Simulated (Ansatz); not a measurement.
`BC(=O)C(C)F`, relaxed with RKS PBE0-D4/def2-TZVP in Ansatz from a PBE-D4/def2-SVP geometry. The force threshold is 0.005 eV/Å; the program also tests the step.

Total charge 0; spin multiplicity 1.

Start:

```xyz
12

B    -0.873    0.855    1.706
C    -0.628    0.542    0.227
O    -1.873    0.669    0.191
C     0.238    0.200   -0.941
C     1.004   -1.096   -0.687
F    -0.514    0.103   -2.097
H    -1.053   -0.073    2.470
H    -0.838    2.012    2.071
H     0.957    1.049   -1.053
H     0.295   -1.937   -0.562
H     1.625   -1.016    0.226
H     1.661   -1.308   -1.551
```

Task: How much energy does the relaxation release, and in how many steps? (Best estimate.)

Result: Computed: 0.06 eV, in 9 steps, 1 of them rejected.

Task: Which bonds change most? (Best estimate.)

Result: Ansatz gave: B1–H7 from 1.215 to 1.193 Å; B1–H8 from 1.214 to 1.193 Å; C4–H9 from 1.118 to 1.099 Å.

Task: Give the relaxed structure. (Estimate.)

Result: The calculation gave: 
```xyz
12

B    -0.889    0.853    1.694
C    -0.605    0.535    0.233
O    -1.834    0.659    0.228
C     0.246    0.200   -0.932
C     0.997   -1.093   -0.688
F    -0.508    0.106   -2.076
H    -1.056   -0.058    2.447
H    -0.851    1.992    2.044
H     0.951    1.034   -1.056
H     0.296   -1.920   -0.565
H     1.608   -1.011    0.212
H     1.645   -1.299   -1.540
```
